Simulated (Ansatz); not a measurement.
## Worked example: 2 B(CH3)(SH)2 → B(SH)3 + B(CH3)2(SH)

Species: B(CH3)(SH)2, singlet; B(SH)3, singlet; B(CH3)2(SH), singlet. The partners trade CH3 for SH; both sit on B, so the bond types are kept.

Shapes, held fixed at every level: PBE0-D4/def2-TZVP. Flexible molecules stand in one conformer, not always the lowest. Programs: Ansatz 0.2.0. Electronic energies: no zero-point or thermal term.

At CCSD(T)/CBS estimate; 1 Eh = 2625.50 kJ/mol:

| species | energy (Eh) |
| --- | --- |
| B(CH3)(SH)2 | -861.478015 |
| B(SH)3 | -1220.010074 |
| B(CH3)2(SH) | -502.939183 |

**Question.** Work out ΔE of the reaction at this level.

**Answer.** 
1. Products less reactants: (-1220.010074) + (-502.939183) − [2 × (-861.478015)] = 0.006773 Eh = +17.8 kJ/mol.

Other levels give +18.0 (B3LYP-D4/def2-TZVPP) to +19.1 kJ/mol (r2SCAN-D4/def2-TZVPP). No measured value is set beside it here. The CBS estimate extrapolates MP2 from def2-TZVPP and def2-QZVPP and adds CCSD(T) − MP2 in the triple-zeta set, cores frozen.
